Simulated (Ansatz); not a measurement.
Gas-phase reaction 3 R1 + R2 → P1 + 4 P2, each structure at its B3LYP-D3(BJ)/def2-TZVP stationary point, reached from a drawn start (curvature not checked).
P1, H2O3Si (SMILES O=[Si](O)O) (charge 0, multiplicity 1, Z-matrix in Å and degrees):
```
Si
O 1 1.5154
O 1 1.6170 2 127.98
H 3 0.9632 1 115.50 2 0.00
O 1 1.6170 2 127.98 3 180.00
H 5 0.9632 1 115.50 2 0.00
```
P2: H2 (SMILES [H][H]), charge 0, multiplicity 1.
R1, H2O (SMILES O) (charge 0, multiplicity 1):
```xyz
3

O      0.0000     0.0000     0.3896
H      0.0000     0.7650    -0.1949
H      0.0000    -0.7650    -0.1949
```
R2: SiH4 (SMILES [SiH4]), charge 0, multiplicity 1.

P less R. No zero-point or thermal terms. One arrangement of each flexible species, with no search for the lowest.

Frozen-core correlation throughout.

Programs: Ansatz (Gaussian basis) for Hartree–Fock, density functionals and correlated methods. Each number belongs to the level named beside it.

Total energies in hartree:

| structure | PBE/def2-TZVPP | r2SCAN/def2-TZVPP | CCSD(T)/cc-pV(Q+d)Z |
|---|---|---|---|
| P1 | -516.220618 | -516.471200 | -515.864007 |
| P2 | -1.166122 | -1.171285 | -1.173794 |
| R1 | -76.380147 | -76.423173 | -76.359711 |
| R2 | -291.721620 | -291.854203 | -291.452235 |

Work out the reaction energy at each level in kcal/mol (1 hartree = 627.50947 kcal/mol), and say how far PBE/def2-TZVPP lies from CCSD(T)/cc-pV(Q+d)Z.


- PBE/def2-TZVPP: 4 × (-1.166122) + (-516.220618) − (-291.721620) − 3 × (-76.380147) = -0.023045 hartree = -14.46 kcal/mol
- r2SCAN/def2-TZVPP: 4 × (-1.171285) + (-516.471200) − (-291.854203) − 3 × (-76.423173) = -0.032618 hartree = -20.47 kcal/mol
- CCSD(T)/cc-pV(Q+d)Z: 4 × (-1.173794) + (-515.864007) − (-291.452235) − 3 × (-76.359711) = -0.027815 hartree = -17.45 kcal/mol
PBE/def2-TZVPP less CCSD(T)/cc-pV(Q+d)Z: 2.99 kcal/mol. CCSD(T)/cc-pV(Q+d)Z is the level counted from, the highest shown, and no exact or measured value.

Ansatz is a program for electronic structure.
